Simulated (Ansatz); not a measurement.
System: Si2H3, net charge 0, doublet state. It need not be the lowest isomer of its formula. 
Geometry from a B3LYP-D3(BJ)/def2-TZVP (Ansatz, a program for electronic structure) optimisation:
SMILES: [SiH2]=[SiH]
```xyz
5

Si    -1.2264     0.1449    -0.1145
Si     1.0462    -0.0389     0.0964
H     -1.3325    -1.3477     0.1685
H      1.8899    -1.2636     0.0402
H      1.9663     1.1277     0.0447
```
Charge 0, spin multiplicity 2.

Wanted: vertical ionisation energy (to the singlet state of charge +1; each state is the SCF solution reached for its spin; the UHF <S^2> is 0.94 for the doublet (pure: 0.75); for the singlet the Hartree-Fock reference is unstable and T1 is 0.020; for the doublet T1 is 0.050), in eV. Correlated levels leave the core frozen unless marked. UHF or UKS for open shells. No spin-orbit coupling. Non-relativistic. Basis-set limits of correlation are two-point, X^-3; Hartree-Fock from the larger set. The bracket is a focal-point correction in the basis named.

| level | program | vertical ionisation energy (eV) |
|---|---|---|
| HF/aug-cc-pV(T+d)Z | Ansatz | 7.77 |
| B3LYP/def2-TZVPD | Ansatz | 8.45 |

What does RI-MP2/CBS(aug-cc-pV(T+d)Z,aug-cc-pV(Q+d)Z)+[CCSD(T)-MP2]/aug-cc-pV(T+d)Z (Ansatz) give?

8.37 eV
